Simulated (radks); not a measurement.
Numerical settings for neutral rhodium, [Kr] 4d8 5s1. All-electron calculation, scalar-relativistic Kohn-Sham, PBE, spin-unpolarised, spherical densities, finite nucleus; Fermi nuclear charge, rms radius 4.4945 fm. Program: a radial shooting solver on a logarithmic mesh with Libxc functionals. The defaults (mesh step 0.008 in ln r, mesh end at 40 bohr or more with all orbitals vanishing there, Anderson mixing 0.5 over 9 steps, residual threshold near 1e-9 with the energy settled to 1e-9 hartree or 1e-11 of itself, here a cap of 50 iterations) give E = -4784.0309 hartree and 5s at -4.300 eV in 16 iterations. Run on one thread of a shared host, so times are rough (Intel(R) Xeon(R) Platinum 8488C): 0.12 s of CPU time, 0.12 s wall, 16 iterations on 2437 mesh points. Changes against that run (0 stands for a change within the tolerance of the run):

| setting | iterations | converged | E (mhartree) | e(5s) (meV) | CPU (s) |
|---|---|---|---|---|---|
| mesh step in ln r 0.03 | 15 | yes | +0.00072 | 0 | 0.04 |
| mesh step in ln r 0.02 | 14 | yes | 0 | 0 | 0.05 |
| mesh step in ln r 0.12 | 2 | no | diverged | - | 0.01 |
| mesh end (bohr) 1 | 14 | level above zero | +2.16e+05 | +1.22e+06 | 0.08 |
| mesh end (bohr) 8 | 16 | yes | +3.31 | +194 | 0.11 |
| residual threshold 0.01 | 10 | yes | 0 | +0.587 | 0.09 |
| residual threshold 1e-16 | 50 | no | 0 | 0 | 0.2 |
| mixing 0.2 | 17 | yes | 0 | 0 | 0.13 |
| linear mixing, mixing 1 | 18 | no | diverged | - | 0.31 |
| linear mixing, mixing 0.05 | 50 | no | +6.98 | -328 | 0.34 |
| mixing history 20 | 21 | yes | 0 | 0 | 0.15 |
| iteration cap 8 | 8 | no | 0 | -0.73 | 0.07 |

Settled on a wrong energy, with an occupied level pushed above zero by the early mesh end: mesh end (bohr) 1 (+216 hartree). Apart from these: settings that end as converged yet miss the energy by more than 1 mhartree: mesh end (bohr) 8 (+0.00331 hartree). A mesh that ends early acts as a hard wall.
